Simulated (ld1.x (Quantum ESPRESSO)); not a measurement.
Before and after: ultrasoft potential for phosphorus (P)

ld1.x (Quantum ESPRESSO) 7.5 input, shortened:

```
&input
   title='P', zed=15., rel=1, dft='PZ', iswitch=3,
   config='[Ne] 3s2 3p3'
 /
 &inputp
   pseudotype=3, tm=.true., lloc=-1, rcloc=1.80,
   nlcc=.false.
 /
4
3S  1  0   2.00   0.00  1.30  1.45  0.0
3S  1  0   0.00   2.70  1.30  1.45  0.0
3P  2  1   3.00   0.00  1.75  2.10  0.0
3P  2  1   0.00   1.35  1.75  2.10  0.0
 &test
   configts(1)='3s2 3p3'
 /
```

Change: functional PBEsol.

Cutoffs: the cutoffs (Ry, on a coarse ladder) from which the occupation-weighted sum of valence levels, in a spherical-Bessel basis at the reference potential, stays within 10 and 1 mRy of its value at 400 Ry; they do not see the model core or the augmentation charge, which bear on the density cutoff. Errors are all-electron minus pseudo energies relative to the spin-unpolarised reference configuration.

Problem. Predict the effect on cutoff, ghosts and configuration errors.

Solution. The potential gets neither clearly harder nor softer (18 Ry and 21 Ry → 18 Ry and 21 Ry); the number of tests with a reliable result goes from 9 to 7; of the 7 tests that both files solve, the error grows in 1 and shrinks in 4 by more than 15 % and 0.3 meV (median size 7.9 → 4.6 meV); neither file shows a bound ghost.

```csv
quantity,base,changed
"cutoff, loose",18 Ry,18 Ry
"cutoff, tight",21 Ry,21 Ry
bound ghosts,none,none
"error for 3s2 3p2, meV [ΔE 9.82 → 9.70 eV]",+2.4,+0.7
"error for 3s2 3p1, meV [ΔE 29.07 → 28.81 eV]",+27,+12
"error for 3s2 3p0, meV [ΔE 58.96 → 58.52 eV]",+129,+62
"error for 3s2 3p3.3, meV [ΔE -1.34 → -1.30 eV]",+0.1,+0.1
"error for 3s1 3p3, meV [ΔE 18.89 → 18.79 eV]",+7.9,+4.6
"error for 3s0 3p5, meV [ΔE 17.14 → 17.15 eV]",+10,+13
"error for 3s2 3p2.5, meV [ΔE 3.82 → 3.76 eV]",+0.2,-0.1
s: phases at 2.31 bohr within 0.05 rad from the reference energy up to (Ry; the scan ends near 5),to the end of the scan,to the end of the scan
p: phases at 2.31 bohr within 0.05 rad from the reference energy up to (Ry; the scan ends near 5),4.6,4.6
lowest overlap eigenvalue by channel,"s 0.23, p 0.79","s 0.24, p 0.79"
```
